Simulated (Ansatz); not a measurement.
Hf3Si2. The state is a triplet with charge 0. Geometry PBE-D4/def2-SVP; atoms count from 1.

```xyz
5

Hf   -0.1446   -0.2791   -1.5963
Hf    1.1515   -0.7643    0.8584
Hf   -1.0069    1.0434    0.7379
Si    1.2798    1.5028   -0.3787
Si   -1.2798   -1.5028    0.3787
```

In the def2 sets Hf takes a core potential; there is no spin–orbit coupling. The structure comes from a short search, and lower isomers may exist.

(1) Estimate the Mulliken populations from the PBE0/def2-TZVP orbitals of Ansatz.

(2) Where does the spin sit?

(3) And the Mayer bond orders between bonded heavy atoms (over 0.3)?

Answers

(1) 
```csv
atom,charge (e),spin (α − β),d electrons
Hf1,0.26,0.71,2.45
Hf2,0.26,0.71,2.45
Hf3,0.26,0.71,2.45
Si4,-0.38,-0.07,–
Si5,-0.38,-0.07,–
```
Mulliken values and Mayer orders depend strongly on the basis.

(2) Summed by element: Hf 2.14, Si -0.14, of 2 unpaired in all. Largest on single atoms: Hf1 0.71, Hf2 0.71, Hf3 0.71.

(3) Hf1–Hf2 1.30 (2.82 Å); Hf1–Hf3 1.30 (2.82 Å); Hf1–Si4 1.14 (2.59 Å); Hf1–Si5 1.14 (2.59 Å); Hf2–Hf3 1.30 (2.82 Å); Hf2–Si4 1.14 (2.59 Å); Hf2–Si5 1.14 (2.59 Å); Hf3–Si4 1.14 (2.59 Å); Hf3–Si5 1.14 (2.59 Å).
